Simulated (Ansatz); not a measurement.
Molecule: tribromo(chloro)silane, sum formula SiBr3Cl, charge 0, multiplicity 1. 
Structure (B3LYP-D3(BJ)/def2-TZVP (Ansatz, an electronic-structure program) minimum search):
```
Si
Cl 1 2.0385
Br 1 2.2067 2 109.24
Br 1 2.2067 2 109.24 3 120.00
Br 1 2.2067 2 109.24 3 -120.00
```

Total electronic energies in hartree. Valence correlation only, unless marked. No spin-orbit coupling. The frozen core is the preceding noble-gas configuration, with the filled d and f shells of earlier blocks. No relativistic terms. CBS(X,Y): correlation extrapolated as X^-3; Hartree-Fock from the larger set.

```json
[
 {"level": "HF/6-31G*", "program": "Ansatz", "energy (Eh)": "-8464.90786"},
 {"level": "HF/def2-QZVPPD", "program": "Ansatz", "energy (Eh)": "-8466.07664"},
 {"level": "PBE-D4/def2-TZVPD", "program": "Ansatz + dftd4", "energy (Eh)": "-8470.90466"},
 {"level": "BLYP-D3(BJ)/def2-TZVPD", "program": "Ansatz + dftd3", "energy (Eh)": "-8472.47364"},
 {"level": "BLYP-D4/def2-TZVPD", "program": "Ansatz + dftd4", "energy (Eh)": "-8472.47359"},
 {"level": "revPBE-D3(BJ)/def2-TZVPD", "program": "Ansatz + dftd3", "energy (Eh)": "-8471.59355"},
 {"level": "B97M-V/def2-TZVPD", "program": "Ansatz", "energy (Eh)": "-8470.80791"},
 {"level": "PBE0-D3(BJ)/def2-TZVP", "program": "Ansatz + dftd3", "energy (Eh)": "-8471.23276"},
 {"level": "PBE0/def2-TZVP", "program": "Ansatz", "energy (Eh)": "-8471.22314"},
 {"level": "wB97X-V/def2-TZVPD", "program": "Ansatz", "energy (Eh)": "-8471.56605"},
 {"level": "B2PLYP-D3(BJ)/def2-TZVPD", "program": "Ansatz + dftd3", "energy (Eh)": "-8470.89499"},
 {"level": "MP2/STO-3G", "program": "Ansatz", "energy (Eh)": "-8374.43631"},
 {"level": "SCS-MP2/def2-SVP", "program": "Ansatz", "energy (Eh)": "-8465.24733"},
 {"level": "CCSD/def2-TZVPP", "program": "Ansatz", "energy (Eh)": "-8466.74066"},
 {"level": "CCSD(T)/CBS(def2-TZVPPD,def2-QZVPPD)", "program": "Ansatz", "energy (Eh)": "-8467.0960"}
]
```

Totals of different functionals don't rank their quality; only differences between species are comparable.
